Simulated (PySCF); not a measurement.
[Ce(NH3)2]3+ at several levels of theory

Computed with PySCF 2.14.0 (density fitting, no spin-orbit coupling) at the geometry relaxed with TPSS:

```xyz
9
[Ce(NH3)2]3+ (singlet in the valence; each metal's 4f electrons, 1 of them, lie in its core potential, out of spins and levels)
Ce   -0.0853   -1.1729   -0.0004
N     0.0165    0.1983    2.1108
H     0.8485    0.8238    2.2130
H    -0.7856    0.8499    2.2731
H     0.0396   -0.3643    2.9927
N     0.0155    0.1992   -2.1100
H     0.8576    0.0316   -2.7085
H    -0.7746    0.0397   -2.7775
H     0.0159    1.2380   -1.9934
```

```
 level                                                 basis    state  HOMO (eV)  gap (eV)  charge on Ce1 (e)  population of f-type functions on Ce1 (polarisation alone where 4f lies in the core)  dipole about the centre of mass (D)  largest force component (eV/Å)
  TPSS     Ce lcecp-1-SVP with ECP47, N def2-SVP, H def2-SVP  singlet     -23.72      5.26               2.15                                                                                  0.02                                 3.04                            0.01
 wB97X                                              the same  singlet     -27.48     12.10               2.24                                                                                  0.03                                 2.56                            0.31
 TPSSh                                              the same  singlet     -24.29      6.18               2.18                                                                                  0.02                                 2.93                            0.14
r2SCAN                                              the same  singlet     -23.92      5.74               2.19                                                                                  0.02                                 2.96                            0.21
  TPSS  Ce lcecp-1-TZVP with ECP47, N def2-TZVP, H def2-TZVP  singlet     -23.62      5.27               2.31                                                                                  0.03                                 3.06                            0.33
  PBE0        Ce def2-SVP with ECP28, N def2-SVP, H def2-SVP  doublet     -25.13      5.56               2.18                                                                                  1.12                                 3.10                            0.70
```

In the lcecp rows the 4f levels are missing from HOMO and gap, and the state counts the valence alone.

HOMO and gap are taken over both spins. Charges are Mulliken's, which hang on the basis. The relaxation used the grid (50, 194), these runs (75, 302) or, all-electron (x2c bases, spin-free X2C Hamiltonian), (99, 590).

Question: What does PBE with Ce lcecp-1-SVP with ECP47, N def2-SVP, H def2-SVP give here?

Answer: state singlet, HOMO (eV) -23.65, gap (eV) 4.97, charge on Ce1 (e) 2.10, population of f-type functions on Ce1 (polarisation alone where 4f lies in the core) 0.02, dipole about the centre of mass (D) 3.20, largest force component (eV/Å) 0.21. Time: 4 s on 2 threads of Arm Neoverse V2, with other jobs on the host, from an already converged density.

In the first row's basis the gap widens with exact exchange: 5.0 to 5.7 eV for PBE, TPSS, r2SCAN (none); 6.2 eV for TPSSh (a fixed share); 12.1 eV for wB97X (rising or full at long range).

No frequency check is given that shows the relaxed geometry to be a minimum. An lcecp potential fixes the number of 4f electrons, so in runs with it no electron can move into or out of that shell.

Rows with open f shells in the valence may stand above their lowest state, and their gaps can end on f levels.
